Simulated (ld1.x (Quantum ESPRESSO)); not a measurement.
## Hf (Z = 72): ultrasoft pseudisation with PBE, fully relativistic reference atom.

| Quantity | Value |
| --- | --- |
| Element | hafnium |
| Generator | ld1.x (Quantum ESPRESSO) 7.5 |
| Type | ultrasoft |
| Functional | PBE |
| Relativity | fully relativistic |
| Frozen core | [Kr] 4d10 4f14 |
| Valence charge | 12 |
| Reference configuration | 5s2 5p6 5d2.5 6s1.5 6p0 |
| Partial waves | 5s (bound): rcut 1.45, rcutus 1.85 bohr; 6s (bound): rcut 1.45, rcutus 1.85 bohr; 5p (bound): rcut 2.10, rcutus 2.45 bohr; 6p (bound, empty): rcut 2.10, rcutus 2.45 bohr; 5d (bound): rcut 1.60, rcutus 2.10 bohr; 5d channel at 4.5 Ry: rcut 1.60, rcutus 2.10 bohr |
| Local potential | all-electron potential smoothed inside 1.80 bohr (lloc = -2) |
| Core correction | Bessel-smoothed model core inside 1.00 bohr |
| Augmentation charge | PSQ, radius 1.10 bohr |

Open shells are filled in proportion to 2j + 1 (rel_dist='average').

All-electron outer shells of the reference configuration (PBE, scalar-relativistic, ld1.x):

| shell | level (eV) | outermost node (bohr) | outermost maximum (bohr) |
| --- | --- | --- | --- |
| 4d | -205.93 | 0.23 | 0.47 |
| 5s | -66.26 | 0.55 | 1.01 |
| 5p | -34.88 | 0.60 | 1.16 |
| 4f | -16.09 | – | 0.45 |
| 6s | -4.90 | 1.37 | 2.93 |
| 5d | -2.30 | 0.67 | 1.71 |
| 6p | -1.32 | 1.67 | 4.15 |

Question: Does the generator finish with these settings?

Answer: Yes, a potential is produced and its reference levels are reproduced.

Question: Estimate the cutoffs (Ry, on a coarse ladder) from which the occupation-weighted sum of valence levels, in a spherical-Bessel basis at the reference potential, stays within 10 and 1 mRy of its value at 400 Ry.

Answer: 21 Ry and 35 Ry.

Question: Does the potential have ghost states?

Answer: No extra level below or beside the all-electron valence levels (s, p1/2, p3/2, d3/2, d5/2, f tested).

Question: Is the overlap operator S = 1 + Σ q|β⟩⟨β| positive definite (Bessel basis up to 400 Ry)?

Answer: Yes: its lowest eigenvalue is 0.09 (s channel).

Question: Which valence shell sets the plane-wave cutoff?

Answer: 6s: its level needs 30 Ry to come within 1 mRy, against 21 Ry for 5d.

Question: Tests: 5s2 5p6 5d2 6s2 6p0; 5s2 5p6 5d2 6s1 6p0; 5s2 5p6 5d2 6s0 6p0; 5s2 5p6 5d2 6s1 6p1; 5s2 5p6 5d3 6s0 6p0; 5s2 5p6 5d3 6s1 6p0; 5s2 5p6 5d1 6s2 6p0. Which has the largest error in its energy relative to the reference configuration, and how large is it?

Answer: 5s2 5p6 5d1 6s2 6p0, with -123 meV (all-electron minus pseudo) on +5.25 eV.
